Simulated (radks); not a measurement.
Values are calculated unless marked as measured or tabulated.
Valence configurations of Zr III (all share [Kr]). Level of theory: Dirac Kohn-Sham, LDA (Slater exchange, Perdew-Wang correlation), spin-unpolarised, spherical densities, finite nucleus; open shells fill j = l - 1/2 first; Fermi nuclear charge, rms radius 4.2694 fm (a radial shooting solver on a logarithmic mesh with Libxc functionals). Energies are relative to 4d2; eigenvalues in eV.

| valence | E (eV) | e(4d3/2) | e(5p1/2) | e(5s1/2) |
|---|---|---|---|---|
| 4d2 | 0.000 | -17.565 | - | - |
| 4d1.5 5s0.5 | 0.770 | -18.809 | - | -17.030 |
| 4d1 5p1 | 6.363 | -20.933 | -13.743 | - |
| 4d1 5s1 | 1.793 | -20.079 | - | -17.753 |
| 4d0.5 5s0.5 5p1 | 7.819 | -22.231 | -14.270 | -19.003 |
| 4d1.5 5p0.5 | 2.987 | -19.245 | -12.912 | - |
| 5p2 | 14.510 | - | -15.232 | - |
| 4d0.5 5s1 5p0.5 | 5.458 | -21.811 | -14.020 | -18.732 |
| 4d0.5 5s1.5 | 3.106 | -21.386 | - | -18.450 |

NIST lists [Kr] 4d2 as the ground configuration; this level of theory agrees among the configurations tried. The energies are those of spherical spin-averaged densities, not of single terms.
